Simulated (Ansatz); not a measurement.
Reaction (ligand exchange at the Si–S bond): `F[SiH2]S[SiH3]` + `NCF` → `FCN[SiH2]F` + `[SiH3]S`

Gas-phase electronic energies from Ansatz, PBE0-D4/def2-TZVP geometries. CCSD(T)/CBS adds triple-zeta CCSD(T) − MP2 to the extrapolated MP2 energy (def2 sets, frozen cores). This one scheme is used for every species. Functionals use def2-TZVPP. One conformer a species, not always the lowest.

```json
{"level": "PBE0-D4", "ΔE (kJ/mol)": "14.6"}
{"level": "ωB97M-V", "ΔE (kJ/mol)": "7.1"}
{"level": "HF/def2-QZVPP", "ΔE (kJ/mol)": "-3.2"}
{"level": "HF/CBS(def2)", "ΔE (kJ/mol)": "-3.3"}
```

(1) What does CCSD(T)/CBS give? (An estimate is asked.)

Largest T1 diagnostic among the species: 0.012.

Results:

(1) Ansatz gave: +7.8 kJ/mol. The listed levels differ from it by 6.8, -0.7, -11.0, -11.1 kJ/mol.

In def2-TZVPP, CCSD(T) changes the Hartree–Fock value by +6.2 kJ/mol (the triples alone add +2.2 kJ/mol) and MP2 by +9.6 kJ/mol. The D4 term adds +3.4 kJ/mol with B3LYP and +1.7 kJ/mol with PBE0; it sums over pairs of atoms, weighted by their polarisabilities, and B3LYP, whose exchange is more repulsive, gets the larger term.

B3LYP here is the variant with VWN-RPA as its local correlation; programs differ in this.
